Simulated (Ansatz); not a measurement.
Reaction (ligand exchange at a Ge–C bond): `[CH3][GeH]([F])[CH]=O` + HCl → `[CH3][GeH]([F])[Cl]` + `C=O`

Calculated with Ansatz (gas phase, PBE0-D4/def2-TZVP geometries, no zero-point term in ΔE). CCSD(T)/CBS adds triple-zeta CCSD(T) − MP2 to the extrapolated MP2 energy (def2 sets, frozen cores). This one scheme is used for every species. Functionals use def2-TZVPP. For Ge outer-core shells are correlated without core-valence functions, which leaves a few kJ/mol of doubt a bond. Scalar relativity is left out up to krypton. One conformer a species, not always the lowest.

Q: Is it downhill or uphill in electronic energy at CCSD(T)/CBS, and by how much? (An estimate is asked.)

A: The calculation gave: Downhill: ΔE = -104.8 kJ/mol.

Q: What do these levels give: ωB97X-V, MP2/def2-TZVPP, HF/def2-QZVPP, MP2/def2-QZVPP, HF/CBS(def2), MP2/CBS(def2)? (Best estimate.)

A: Computed: ωB97X-V -106.5, MP2/def2-TZVPP -108.8, HF/def2-QZVPP -124.5, MP2/def2-QZVPP -109.7, HF/CBS(def2) -124.6, MP2/CBS(def2) -110.2 kJ/mol.

Largest T1 diagnostic among the species: 0.015.

In def2-TZVPP, CCSD(T) changes the Hartree–Fock value by +20.6 kJ/mol (the triples alone add +1.8 kJ/mol) and MP2 by +15.3 kJ/mol. From PBE to PBE0 (25 % exact exchange), in def2-TZVPP and without D4, ΔE moves by −7.0 kJ/mol.
